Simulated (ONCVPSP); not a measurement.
# What one change does to a pseudopotential (indium, ONCV)

In, optimised norm-conserving Vanderbilt (ONCV), made with ONCVPSP 4.0.1 (Wu-Cohen, scalar-relativistic). Core [Ar] 3d10, reference 4s2 4p6 4d10 5s2 5p1. Waves: 4s+5s: rc 1.50 bohr, ncon 3, nbas 7, qcut 9.9 1/bohr, 2 projectors; 4p+5p: rc 1.80 bohr, ncon 5, nbas 8, qcut 9 1/bohr, 2 projectors; 4d: rc 1.45 bohr, ncon 4, nbas 8, qcut 9.5 1/bohr, local. Local part: the d channel. Core correction: Teter function, fcfact 4.25, rcfact 1.5.

All-electron outer shells of the reference configuration (Wu-Cohen, scalar-relativistic, ld1.x):

```
shell  level (eV)  outermost node (bohr)  outermost maximum (bohr)
   3p     -649.07                   0.14                      0.31
   3d     -432.75                      –                      0.26
   4s     -119.55                   0.41                      0.77
   4p      -78.04                   0.42                      0.82
   4d      -18.57                   0.40                      0.94
   5s       -8.27                   1.02                      2.16
   5p       -2.50                   1.14                      2.85
```

Change: all radii but the core radius scaled by about 1.23 (s 1.84, p 2.20, d 1.78 bohr).

Cutoffs: the cutoffs (Ha) at which the residual kinetic energy of the hardest occupied pseudo-wave falls to 1 and 0.1 mHa per electron; they do not see the model core or the augmentation charge, which bear on the density cutoff. Errors are all-electron minus pseudo energies relative to the spin-unpolarised reference configuration.

**Question.** What does the change do?

**Answer.** The potential gets softer (35 Ha and 41 Ha → 31 Ha and 36 Ha); of the 3 tests that both files solve, the error grows in 2 and shrinks in 0 by more than 15 % and 0.3 meV (median size 1.2 → 1.8 meV); neither file shows a bound ghost. A larger radius leaves more room for a smooth pseudo-wave, so fewer plane waves are needed.

| quantity | base | changed |
| --- | --- | --- |
| cutoff, loose | 35 Ha | 31 Ha |
| cutoff, tight | 41 Ha | 36 Ha |
| loose cutoff by channel | s 31 Ha, p 23 Ha, d 35 Ha | s 21 Ha, p 22 Ha, d 31 Ha |
| bound ghosts | none | none |
| GHOST(+) flags under 300 eV | none | none |
| tests with a reliable result | 3 of 4 | 3 of 4 |
| error for 4s2 4p6 4d10 5s2 5p0, meV [ΔE 5.35 eV] | -1.2 | -1.3 |
| error for 4s2 4p6 4d10 5s1 5p0, meV [ΔE 24.65 eV] | -5.6 | -7.1 |
| error for 4s2 4p6 4d10 5s1 5p2, meV [ΔE 5.90 eV] | -0.9 | -1.8 |
| rms error of d²Exc/dni dnj with the model core, mHa | 1.48 | 1.81 |
